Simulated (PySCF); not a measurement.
Spinor energies of Tl²⁺ (thallium, charge +2)

Start: [Xe] 4f14 5d10 6s1; 6s1/2 filled at m_j = +1/2. Calculated with PySCF 2.14 in x2c-SVPall-2c with one added diffuse shell each of s, p type (8s12p7d2f, 93 functions): generalised Hartree-Fock with the X2C-1e Hamiltonian and a Gaussian nucleus; one run each with spin-orbit coupling (SO) switched off, then screened by Boettger's factors. This is a chosen level, not necessarily the ground level.

| spinor shell | electrons | ε, spin-free (eV) | ε, screened SO (eV) | weight of nominal j (screened SO) | rms radius, screened SO (bohr) |
| --- | --- | --- | --- | --- | --- |
| 1s1/2 | 2 | -86031.9 | -85995.7 | 1.000 | 0.0184 |
| 2s1/2 | 2 | -15492.6 | -15481.0 | 1.000 | 0.0743 |
| 2p1/2 | 2 | -13345.8 | -14838.2 | 1.000 | 0.0628 |
| 3s1/2 | 2 | -3786.2 | -3782.3 | 1.000 | 0.189 |
| 3p1/2 | 2 | -3158.7 | -3493.3 | 1.000 | 0.181 |
| 3p3/2 | 4 | -3158.7 | -3025.9 | 1.000 | 0.197 |
| 3d3/2 | 4 | -2496.2 | -2553.4 | 1.000 | 0.174 |
| 3d5/2 | 6 | -2496.2 | -2454.6 | 1.000 | 0.178 |
| 4s1/2 | 2 | -899.07 | -897.82 | 1.000 | 0.416 |
| 4p1/2 | 2 | -689.69 | -771.91 | 1.000 | 0.420 |
| 4p3/2 | 4 | -689.69 | -656.74 | 1.000 | 0.454 |
| 4d3/2 | 4 | -438.33 | -450.50 | 1.000 | 0.468 |
| 4d5/2 | 6 | -438.33 | -429.08 | 1.000 | 0.474 |
| 5s1/2 | 2 | -171.20 | -171.02 | 1.000 | 0.941 |
| 4f5/2 | 6 | -158.60 | -160.54 | 1.000 | 0.512 |
| 4f7/2 | 8 | -158.60 | -156.11 | 1.000 | 0.514 |
| 5p1/2 | 2 | -111.59 | -126.61 | 1.000 | 1.01 |
| 5p3/2 | 4 | -111.59 | -105.73 | 1.000 | 1.11 |
| 5d3/2 | 4 | -40.753 | -42.028 | 0.991 | 1.44 |
| 5d5/2 | 6 | -40.753 | -39.812 | 0.994 | 1.47 |
| 6s1/2 | 1 | -28.489 | -28.516 | 1.000 | 2.48 |

Where does 2p3/2 lie, and what is the 2p spin-orbit splitting (screened SO)?

At -12766.6 eV, 2071.6 eV above 2p1/2.

```
   quantity     spin-free   screened SO
E (hartree)  -20228.26329  -20262.94945
        M_J           1/2           1/2
       ⟨J²⟩         0.751         0.751
       ⟨L²⟩         0.000         0.181
       ⟨S²⟩         0.751         0.933
```

Each row is a mean over spinors that exchange with the open shell spreads, by up to 0.456 eV (5d5/2).

Breit and QED terms are absent; they matter most for the inner s and p1/2 levels.

Densities and radii are taken from the X2C orbitals without a picture-change correction, which distorts them close to the nucleus.

Without spin-orbit coupling the j labels of p, d and f shells carry no meaning; the spin-free column gives the mean over the occupied spinors of each nl shell.
